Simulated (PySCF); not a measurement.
**C₆ coefficients of unlike pairs at PBE0**

Calculated with PySCF 2.14 from the dipole response of each species, C₆(A,B) = (3/π) ∫ α_A(iu) α_B(iu) du, in atomic units, from isotropic polarisabilities. For ions this is the dispersion term alone; charge-induced terms of lower order in 1/R come first.

| species | configuration | basis | relativity | α (bohr³) | C₆ (like pair) |
| --- | --- | --- | --- | --- | --- |
| Cu | [Ar] 3d10 4s1 (2S) | def2-TZVPPD (6s6p4d2f1g) | none | 46.80 | 272.7 |
| Pb²⁺ | [Xe] 4f14 5d10 6s2 (1S) | aug-cc-pVQZ-DK3 (10s9p7d4f2g) | spin-free X2C | 13.77 | 92.79 |
| I³⁺ | [Kr] 4d10 5s2 5p2 (3P) | aug-cc-pVTZ-PP with one added diffuse shell each of d, f type with ECP28MDF (6s5p5d3f) | core potential | 10.10 | 54.12 |
| Mo³⁺ | [Kr] 4d3 (4F) | aug-cc-pVDZ-PP with ECP28MDF (5s5p4d2f) | core potential | 5.750 | 25.34 |

**Question.** Estimate C₆ for I³⁺ with Cu.

**Answer.** The integral gives 100.2. The combination rule 2 C_A C_B / (C_A α_B/α_A + C_B α_A/α_B) gives 95.37 and the geometric mean 121.5.

No spin-orbit coupling is included.

The other pairs:

| pair | C₆ |
| --- | --- |
| I³⁺, Pb²⁺ | 70.70 |
| Mo³⁺, Cu | 61.70 |
| Mo³⁺, Pb²⁺ | 47.76 |
| Pb²⁺, Cu | 132.5 |
| Mo³⁺, I³⁺ | 36.30 |
